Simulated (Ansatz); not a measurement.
`CNB[SiH3]` + NH₃ → `CNBN` + SiH₄ at 600 K and 1 bar (cleavage of the B–Si bond).

Gas-phase electronic energies from Ansatz, PBE0-D4/def2-TZVP geometries. CCSD(T)/CBS adds triple-zeta CCSD(T) − MP2 to the extrapolated MP2 energy (def2 sets, frozen cores). This one scheme is used for every species. Each species was taken in one conformer, which may not be the lowest.

```json
{"species": "`CNB[SiH3]`", "CCSD(T)/CBS energy (Eh)": "-411.45901", "H − E (kJ/mol)": "305.5", "S (J/(mol·K))": "422.3"}
{"species": "NH₃", "CCSD(T)/CBS energy (Eh)": "-56.50880", "H − E (kJ/mol)": "112.4", "S (J/(mol·K))": "219.5"}
{"species": "`CNBN`", "CCSD(T)/CBS energy (Eh)": "-176.54095", "H − E (kJ/mol)": "303.0", "S (J/(mol·K))": "383.7"}
{"species": "SiH₄", "CCSD(T)/CBS energy (Eh)": "-291.46306", "H − E (kJ/mol)": "108.7", "S (J/(mol·K))": "242.3"}
```

H − E and S are ideal-gas, rigid-rotor, harmonic terms from PBE0-D4/def2-TZVP, for one conformer and one mirror image of each species. 1 Eh = 2625.50 kJ/mol, R = 8.31446 J/(mol·K).

Q: By hand: ΔE, ΔH, ΔS and ΔG.

A: ΔE = (-176.54095) + (-291.46306) − (-411.45901) − (-56.50880) = -0.03620 Eh = -95.0 kJ/mol. Δ(H − E) = 303.0 + 108.7 − 305.5 − 112.4 = -6.2, so ΔH = -101.2 kJ/mol. ΔS = 383.7 + 242.3 − 422.3 − 219.5 = -15.8 J/(mol·K). ΔG = -101.2 − 600 × (-15.8)/1000 = -91.7 kJ/mol.

Q: By hand: the equilibrium constant, and the temperature at which ΔG would vanish if ΔH and ΔS stayed fixed.

A: log₁₀ K = −ΔG/(RT ln 10) = 8.0. ΔG = 0 at ΔH/ΔS = 6405 K, far beyond where these terms or the molecules hold.

ΔH outweighs TΔS. A doubt of 5 kJ/mol in ΔE shifts log₁₀ K by 0.4 here. Other conformers and mirror images would add mixing entropy, several J/(mol·K) or more a flexible species. These are equilibria of isolated gas molecules and say nothing of rates. Largest T1 diagnostic: 0.014 (customary marks: 0.02 for closed shells, 0.045 for open ones).
